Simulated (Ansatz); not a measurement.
Isomers of C$_{3}$H$_{7}$GeN, relaxed with PBE0-D4/def2-TZVP in Ansatz; electronic energies, one conformer each and not always the lowest. Functionals use def2-TZVPP; CBS adds triple-zeta CCSD(T) − MP2 to the MP2 limit of def2-TZVPP and def2-QZVPP.

Outer-core shells of Ge are correlated without core-valence functions. Scalar relativity is left out up to krypton. Spin–orbit coupling is left out.

(1) Order them by energy at frozen-core CCSD(T)/CBS, lowest first. (Best estimate.)
A. `C[CH]([GeH3])C#N`
B. `[CH3][GeH]([CH3])[C]#N`
C. `CC#[C][GeH2][NH2]`
D. `C=[C]1[CH2][GeH]1[NH2]`
E. `[CH]1=NC[CH2][GeH2]1`
F. `N=C1C[CH]1[GeH3]`
G. `[GeH3][CH2]N1C=C1`
H. `C=N[C](=C)[GeH3]`

(2) How do ωB97M-V, r2SCAN-D4, HF/CBS(def2), B3LYP place them (kcal/mol, against `[CH3][GeH]([CH3])[C]#N`)? (Best estimate.)

Results:

(1) B (0.0 kcal/mol), A (19.7 kcal/mol), E (26.6 kcal/mol), C (31.7 kcal/mol), H (47.5 kcal/mol), D (49.4 kcal/mol), F (57.6 kcal/mol), G (104.9 kcal/mol).

(2) Computed: 
| isomer | ωB97M-V | r2SCAN-D4 | HF/CBS(def2) | B3LYP |
| --- | --- | --- | --- | --- |
| `N=C1C[CH]1[GeH3]` | 54.7 | 50.8 | 61.8 | 54.5 |
| `[CH]1=NC[CH2][GeH2]1` | 26.2 | 23.2 | 34.5 | 27.2 |
| `[GeH3][CH2]N1C=C1` | 104.2 | 102.1 | 114.9 | 104.4 |
| `C=[C]1[CH2][GeH]1[NH2]` | 50.1 | 46.5 | 60.0 | 49.9 |
| `C=N[C](=C)[GeH3]` | 47.7 | 43.8 | 50.5 | 44.2 |
| `CC#[C][GeH2][NH2]` | 32.2 | 30.7 | 31.3 | 30.2 |
| `C[CH]([GeH3])C#N` | 19.4 | 18.4 | 19.8 | 18.8 |

B3LYP here is the variant with VWN-RPA as its local correlation; programs differ in this.
